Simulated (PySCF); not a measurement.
# Bonds of Ge to H, F, Cl, Br, O

PBE0 in PySCF with def2-TZVPPD on every atom, for the lowest determinant that a PBE0 search found; no spin–orbit coupling. D0 is De less the harmonic zero-point energy.

| X | state of GeX | D0(GeX) (eV) | D0(X₂) (eV) |
| --- | --- | --- | --- |
| H | doublet (π ↑) | 2.76 | 4.26 |
| F | doublet (π ↑) | 5.21 | 1.44 |
| Cl | doublet (π ↑) | 4.13 | 2.55 |
| Br | doublet (π ↑) | 3.70 | 2.25 |
| O | singlet (closed shell) | 6.56 | 5.28 |

**Question.** Give the energy of Ge + X₂ → GeX + X at 0 K for each X.

**Answer.** H: 4.26 − 2.76 = +1.50 eV; F: 1.44 − 5.21 = -3.77 eV; Cl: 2.55 − 4.13 = -1.58 eV; Br: 2.25 − 3.70 = -1.45 eV; O: 5.28 − 6.56 = -1.28 eV (PBE0/def2-TZVPPD; negative means exothermic).

**Question.** Does an atom of Cl displace F from GeF?

**Answer.** GeF + Cl → GeCl + F has ΔE = 5.21 − 4.13 = +1.08 eV at PBE0/def2-TZVPPD, so it is uphill.

Gas-phase diatomics only hint at surface chemistry, where an atom holds several bonds.

Spin–orbit coupling is left out. States were picked by a PBE0 search and need not be the measured ground states.
